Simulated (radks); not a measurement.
Q: Excited configurations of Cd2+: one electron is placed in a higher orbital outside [Kr] 4d9. The ground configuration is [Kr] 4d10. Method: scalar-relativistic Kohn-Sham, PBE, spin-polarised, spherical densities, point nucleus; open shells are filled with parallel spins first (spin-orbit coupling, left out, can overturn this in heavy ions); computed with a radial shooting solver on a logarithmic mesh with Libxc functionals. Excitation = E - E(ground); binding = E(ion) - E, where the ion is the core of charge +3; n* = 3/sqrt(2 binding) in atomic units, and the quantum defect is n - n*.

| outer orbital | excitation (eV) | binding (eV) | n* | quantum defect | eigenvalue (eV) | <r> (bohr) |
|---|---|---|---|---|---|---|
| 5p | 17.067 | 20.743 | 2.430 | 2.570 | -17.166 | 2.853 |
| 6s | 25.035 | 12.774 | 3.096 | 2.904 | -11.040 | 5.009 |
| 6f | 33.831 | 3.978 | 5.548 | 0.452 | -3.378 | 13.90 |
| 7s | 30.367 | 7.442 | 4.056 | 2.944 | -6.462 | 8.551 |
| 7f | 34.860 | 2.949 | 6.444 | 0.556 | -2.548 | 19.62 |

Estimate the row for 4f.

A: excitation (eV) 29.592; binding (eV) 8.217; n* 3.860; quantum defect 0.140; eigenvalue (eV) -6.525; <r> (bohr) 5.405. The Delta-SCF ionisation energy is 37.809 eV (NIST Atomic Spectra Database: 37.47 eV, measured). Self-interaction in the functional shifts the binding energies and quantum defects, so they are the method's values and not measured ones. Open shells are spherical and high-spin; term and fine-structure splittings are not resolved.
